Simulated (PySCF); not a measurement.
**Steps of a relaxation of TlH**

TlH (singlet). PySCF 2.14.0, RKS PBE, Tl def2-SVP with ECP60, H def2-SVP; non-relativistic Hamiltonian with scalar-relativistic core potentials where named; density fitting; no spin-orbit coupling. Origin of the start: template. Columns: position (Å) and force (eV/Å). Energies are counted from the last step; some of the 6 steps are shown. Forces carry noise of the integration grid, about 0.01 to 0.03 eV/Å.

Run from Python with OMP_NUM_THREADS=2. Where DIIS fails, smearing, a level shift and second-order steps follow.
It took 1.8 s on 2 threads of Arm Neoverse V1, on a shared host, from the converged density of the start.

```xyz
2
step 0  E = 0.301 eV
Tl    0.0000    0.0000   -0.0114     0.00    0.00    1.29
H     0.0000    0.0000    2.3087     0.00    0.00   -1.29
```

```xyz
2
step 2  E = 0.067 eV
Tl    0.0000    0.0000    0.2439     0.00    0.00   -1.08
H     0.0000    0.0000    2.0534     0.00    0.00    1.08
```

```xyz
2
step 3  E = 0.004 eV
Tl    0.0000    0.0000    0.1581     0.00    0.00    0.22
H     0.0000    0.0000    2.1392     0.00    0.00   -0.22
```

Q: Where does the relaxation end?

A: It converges at step 5 in C∞v:
```xyz
2
step 5  E = 0
Tl    0.0000    0.0000    0.1772
H     0.0000    0.0000    2.1201
```

Q: How did the contacts change?

A: 
```json
{"contact": "Tl1–H2 (H)", "start (Å)": "2.320", "end (Å)": "1.943"}
```
